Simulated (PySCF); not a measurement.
**B97-3 on Ti (titanium, neutral)**

Configuration: [Ar] 3d2 4s1 5s1, high-spin 5F determinant (an excited configuration). All numbers are calculated (PySCF 2.14, scalar relativity by spin-free X2C-1e, in aug-cc-pwCVTZ-DK (10s9p7d4f3g, 127 functions)).

| Property | Result |
| --- | --- |
| Total energy | -853.450 hartree |
| One-electron energy | -1165.726 hartree |
| Hartree (Coulomb) energy | 354.431 hartree |
| Exchange-correlation energy | -42.155 hartree |
| ⟨S²⟩ | 6.0007 |
| ⟨L²⟩ | 12.011 |
| Sum of ⟨r⟩ | 26.24 bohr |
| Sum of ⟨r²⟩ | 118.4 bohr² |
| Langevin diamagnetic susceptibility | -93.8 ×10⁻⁶ cm³/mol |
| Time after the integrals | roughly 6 core-seconds |

```csv
shell,electrons,mean orbital energy (hartree),"rms radius, mean of both spins (bohr)"
1s α,1,-180.42551,0.0804
1s β,1,-180.42348,0.0804
2s α,1,-20.40010,0.352
2s β,1,-20.37494,0.352
2p α,3,-16.87496,0.321
2p β,3,-16.85385,0.321
3s α,1,-2.64300,1.08
3s β,1,-2.56163,1.08
3p α,3,-1.70850,1.18
3p β,3,-1.62291,1.18
3d α,2,-0.39848,1.69
4s α,1,-0.29751,3.45
5s α,1,-0.06276,9.45
```

The outer electron is Rydberg-like, and this basis confines it to a smaller radius and binds it less than a complete one would.

Densities and radii are taken from the X2C orbitals without a picture-change correction, which distorts them close to the nucleus.
